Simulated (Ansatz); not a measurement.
`C/C(Br)=[CH]\[AlH2]` → Al• + Br• + 3 C• + 6 H•  (atomization)

Gas-phase electronic energies from Ansatz, PBE0-D4/def2-TZVP geometries. CCSD(T)/CBS adds triple-zeta CCSD(T) − MP2 to the extrapolated MP2 energy (def2 sets, frozen cores). This one scheme is used for every species, atoms too. Functionals use def2-TZVPP. B3LYP here is the variant with VWN-RPA as its local correlation; programs differ in this. No spin–orbit coupling; open shells (•) take unrestricted orbitals. Spin–orbit coupling would lower the free atoms: a little for Al, C; clearly for Br. For Br outer-core shells are correlated without core-valence functions, so the limit isn't a true one: a few kJ/mol of doubt a bond, and 10 to 20 or more in all where bonds break to atoms. Scalar relativity is left out up to krypton.

`C/C(Br)=[CH]\[AlH2]`:

```xyz
11

C     0.167    1.412   -0.532
C    -0.446    0.644    0.583
Br   -1.362    1.796    1.816
C    -0.424   -0.671    0.798
Al    0.449   -1.976   -0.337
H     0.883    2.142   -0.145
H     0.680    0.743   -1.225
H    -0.597    1.972   -1.076
H    -0.943   -1.026    1.686
H     1.223   -1.534   -1.650
H     0.369   -3.502    0.083
```

| level | ΔE (kcal/mol) | difference from CCSD(T)/CBS |
| --- | --- | --- |
| PBE-D4 | 953.9 | 18.1 |
| r2SCAN-D4 | 940.6 | 4.8 |
| PBE0-D4 | 940.0 | 4.2 |
| B3LYP-D4 | 934.2 | -1.6 |
| ωB97M-V | 935.5 | -0.3 |
| B2PLYP | 924.6 | -11.2 |
| PBE | 947.7 | 11.9 |
| r2SCAN | 939.1 | 3.3 |
| PBE0 | 934.7 | -1.1 |
| B3LYP | 924.2 | -11.6 |
| HF/def2-TZVPP | 692.1 | -243.7 |
| SCS-MP2/def2-TZVPP | 921.7 | -14.1 |
| CCSD/def2-TZVPP | 898.0 | -37.8 |
| CCSD(T)/def2-TZVPP | 913.0 | -22.8 |
| HF/def2-QZVPP | 692.8 | -243.0 |
| SCS-MP2/def2-QZVPP | 936.6 | 0.8 |
| CCSD(T)/CBS | 935.8 | 0 |

Largest T1 diagnostic among the species: 0.018.

In def2-TZVPP, CCSD(T) changes the Hartree–Fock value by +220.9 kcal/mol (the triples alone add +15.0 kcal/mol) and MP2 by +235.9 kcal/mol; breaking electron pairs costs correlation energy, which Hartree–Fock lacks. From PBE to PBE0 (25 % exact exchange), in def2-TZVPP and without D4, ΔE moves by −13.0 kcal/mol: exact exchange takes away binding that semilocal exchange gives to molecules. The D4 term adds +10.1 kcal/mol with B3LYP and +5.3 kcal/mol with PBE0; it sums over pairs of atoms, weighted by their polarisabilities, and B3LYP, whose exchange is more repulsive, gets the larger term.

For atomizations the MP2-based limit and the directly extrapolated one differ by several kJ/mol either way, and by 10 to 25 for some Ge, Se and Sn compounds, so smaller differences from it don't rank the levels.
